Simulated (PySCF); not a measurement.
**RbF: frontier orbitals**

revPBE at R = 2.359 Å; basis Rb def2-SVPD with ECP28, F def2-SVPD; scalar-relativistic core potentials; PySCF 2.14. State: ¹Σ⁺ (singlet), closed shell. Only the outer orbitals are listed, counted within each symmetry, core potentials removing the inner ones.

| orbital | occ. | ε (eV) | on Rb (%) | main shells (%) |
| --- | --- | --- | --- | --- |
| 2σ | 2 | -31.83 | 99 | 99 Rb s |
| 3σ | 2 | -22.32 | 2 | 98 F s |
| 1π | 2 | -15.67 | 100 | 100 Rb p |
| 1π | 2 | -15.67 | 100 | 100 Rb p |
| 4σ | 2 | -15.22 | 97 | 97 Rb p |
| 2π | 2 | -4.41 | 1 | 99 F p |
| 2π | 2 | -4.41 | 1 | 99 F p |
| 5σ | 2 | -4.40 | 5 | 95 F p |
| 6σ | 0 | -1.65 | 102 | 89 Rb s, 13 Rb p |
| 3π | 0 | -0.22 | 100 | 89 Rb p, 11 Rb d |
| 3π | 0 | -0.22 | 100 | 89 Rb p, 11 Rb d |

**Question.** Which are the highest filled and the lowest empty level, where do they sit, and how wide is the gap?

**Answer.** Highest filled 5σ at -4.40 eV (in %: 95 F p); lowest empty 6σ at -1.65 eV (in %: 89 Rb s, 13 Rb p); the gap at revPBE is 2.75 eV.

```json
{"bond order (Mayer)": "0.20", "⟨S²⟩": "0.000", "charge on Rb (Mulliken, basis-dependent)": "0.89", "charge on Rb (Löwdin, basis-dependent)": "0.93", "dipole moment (positive dipole means Rb(−)F(+))": "-9.00 D"}
```

Shares are Mulliken populations and can fall outside 0 to 100 %.
